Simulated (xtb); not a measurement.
Cl4Si (SMILES Cl[Si](Cl)(Cl)Cl), singlet, from a rough starting geometry; GFN2-xTB (xtb).

xtb was given this input:
```
$ xtb mol.xyz --gfn 2 --opt vtight --json

# file mol.xyz
5

Si    -0.01062661    -0.00352605     0.01643086
Cl     1.16993567     1.16796042     1.19187214
Cl    -1.18921219    -1.15362431     1.13883956
Cl     1.20396169    -1.19278908    -1.18798845
Cl    -1.15153199     1.19409204    -1.20271777
```

Output, abridged:

```
   ID    Z sym.   atoms
    1   14 Si     1
    2   17 Cl     2-5

           -------------------------------------------------
          |                Calculation Setup                |
           -------------------------------------------------

           -------------------------------------------------
          |                 G F N 2 - x T B                 |
           -------------------------------------------------

          ...................................................
          :                      SETUP                      :
          :.................................................:
          :  # basis functions                  50          :
          :  # atomic orbitals                  45          :
          :  # shells                           15          :
          :  # electrons                        32          :
          :  max. iterations                   250          :
          :  Hamiltonian                  GFN2-xTB          :
          :  restarted?                      false          :
          :  GBSA solvation                  false          :
          :  PC potential                    false          :
          :  electronic temp.          300.0000000     K    :
          :  accuracy                    1.0000000          :
          :  -> integral cutoff          0.2500000E+02      :
          :  -> integral neglect         0.1000000E-07      :
          :  -> SCF convergence          0.1000000E-05 Eh   :
          :  -> wf. convergence          0.1000000E-03 e    :
          :  Broyden damping             0.4000000          :
          :  net charge                          0          :
          :  unpaired electrons                  0          :
          ...................................................

 iter      E             dE          RMSdq      gap      omega  full diag
   1    -19.9820681 -0.199821E+02  0.700E+00    8.23       0.0  T
   2    -20.0606209 -0.785528E-01  0.378E+00    6.27       1.0  T
   3    -20.0872359 -0.266150E-01  0.246E+00    7.31       1.0  T
   4    -20.1039601 -0.167243E-01  0.119E+00    6.39       1.0  T
   5    -20.1031382  0.821928E-03  0.125E+00    6.37       1.0  T
   6    -20.1105641 -0.742593E-02  0.295E-01    6.62       1.0  T
   7    -20.1109617 -0.397572E-03  0.994E-02    6.68       1.0  T
   8    -20.1110006 -0.388756E-04  0.474E-02    6.71       1.0  T
   9    -20.1109696  0.309984E-04  0.902E-02    6.68       1.0  T
[...]
         :: total energy             -20.087685071689 Eh    ::
 * total energy  :   -20.0876851 Eh     change       -0.9200107E-10 Eh
 * total energy  :   -20.0894512 Eh     change       -0.1766097E-02 Eh
 * total energy  :   -20.0894664 Eh     change       -0.1528038E-04 Eh
 * total energy  :   -20.0895206 Eh     change       -0.5416041E-04 Eh
 * total energy  :   -20.0895224 Eh     change       -0.1765948E-05 Eh
 * total energy  :   -20.0895248 Eh     change       -0.2411795E-05 Eh
 * total energy  :   -20.0895239 Eh     change        0.9220193E-06 Eh
 * total energy  :   -20.0895249 Eh     change       -0.1082606E-05 Eh
 * total energy  :   -20.0895249 Eh     change        0.2596546E-07 Eh
 * total energy  :   -20.0895250 Eh     change       -0.8123464E-07 Eh
   *** GEOMETRY OPTIMIZATION CONVERGED AFTER 10 ITERATIONS ***
         :: total energy             -20.089525004717 Eh    ::
[...]
       ...                                ...                  ...
        45                          0.7415633              20.1790
      -------------------------------------------------------------
                  HL-Gap            0.2625260 Eh            7.1437 eV
             Fermi-level           -0.3268498 Eh           -8.8940 eV

     #   Z          covCN         q      C6AA      α(0)
     1  14 Si       3.217     0.559   134.111    24.210
     2  17 Cl       0.818    -0.140   103.425    15.558
     3  17 Cl       0.818    -0.140   103.425    15.558
     4  17 Cl       0.818    -0.140   103.424    15.557
     5  17 Cl       0.818    -0.140   103.425    15.558

 Mol. C6AA /au·bohr⁶  :       2693.326327
 Mol. C8AA /au·bohr⁸  :     128044.128937
 Mol. α(0) /au        :         86.439942

Wiberg/Mayer (AO) data.
largest (>0.10) Wiberg bond orders for each atom

 ---------------------------------------------------------------------------
     #   Z sym  total        # sym  WBO       # sym  WBO       # sym  WBO
 ---------------------------------------------------------------------------
     1  14 Si   4.529 --     4 Cl   1.132     5 Cl   1.132     2 Cl   1.132
                             3 Cl   1.132
     2  17 Cl   1.326 --     1 Si   1.132
     3  17 Cl   1.326 --     1 Si   1.132
     4  17 Cl   1.326 --     1 Si   1.132
     5  17 Cl   1.326 --     1 Si   1.132
 ---------------------------------------------------------------------------

Topologies differ in total number of bonds
Writing topology from bond orders to xtbtopo.mol

molecular dipole:
                 x           y           z       tot (Debye)
 q only:        0.000      -0.000      -0.000
   full:        0.000      -0.000      -0.000       0.001
molecular quadrupole (traceless):
                xx          xy          yy          xz          yz          zz
 q only:        0.000      -0.000      -0.000      -0.000       0.000       0.000
  q+dip:       -0.000      -0.001      -0.000      -0.001       0.000       0.000
   full:       -0.000      -0.001      -0.000      -0.000       0.000       0.000

optimized geometry written to: xtbopt.xyz

           -------------------------------------------------
          | TOTAL ENERGY              -20.089525004717 Eh   |
          | GRADIENT NORM               0.000019690884 Eh/α |
          | HOMO-LUMO GAP               7.143694862295 eV   |
           -------------------------------------------------

normal termination of xtb
```
